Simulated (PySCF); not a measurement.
Start geometry of `BrB(Br)Br` from GFN2-xTB (Å):
```
atom  x, y, z in Å
Br1    1.8650   -0.3829   -0.3004
B2    -0.0029   -0.0034   -0.2257
Br3   -0.6701    1.6833   -0.7474
Br4   -1.1539   -1.3224    0.3688
```

What comes out of this run: PySCF, PBE0-D3(BJ)/def2-SVP geometry optimisation, gas phase?

```
atom  x, y, z in Å
Br1    1.8364   -0.3587   -0.2525
B2    -0.0419   -0.0814   -0.2699
Br3   -0.7514    1.5652   -0.8952
Br4   -1.2101   -1.4507    0.3351
```

The energy falls by 0.76 kcal/mol over 7 energy and gradient evaluations, the largest force component goes from 0.0156 to 5.5e-05 Eh/bohr, and the atoms move by 0.028 Å rms after alignment. The bond that changes most is B2–Br4 (ends: three-coordinate boron; bromine bonded to B), which lengthens by 0.050 Å. Bonds longer at the end by more than 0.005 Å: 2 of 3; shorter: 1. Rotational constants go from 1239, 1175, 603.1 to 1185, 1183, 592.0 MHz. The orientation of the end geometry is arbitrary; only internal coordinates are fixed.

The run used 110 basis functions and 45 SCF cycles in all.

No PBE0-D3(BJ)/def2-SVP frequencies stand behind this structure, so it isn't proved a minimum.
